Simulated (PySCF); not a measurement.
BeI₂ (singlet). Method: PBE0/[Be def2-TZVP, I def2-TZVP with ECP28], scalar-relativistic core potentials, density fitting, no spin–orbit coupling, PySCF.

Harmonic bands of its minimum:

```json
{"ω (cm⁻¹)": "168", "IR (km/mol, summed over degenerate members)": "0.0", "degeneracy": "1"}
{"ω (cm⁻¹)": "175", "IR (km/mol, summed over degenerate members)": "21.3", "degeneracy": "2"}
{"ω (cm⁻¹)": "883", "IR (km/mol, summed over degenerate members)": "393", "degeneracy": "1"}
```

Problem. The central atom is Be. Infer the point group and assign the bands.

Solution. D∞h. The modes span σg+ + πu + σu+: 168 σg+, 175 πu, 883 σu+. The computed geometry has Be–I 2.162 Å (×2); I–Be–I 180.0°.
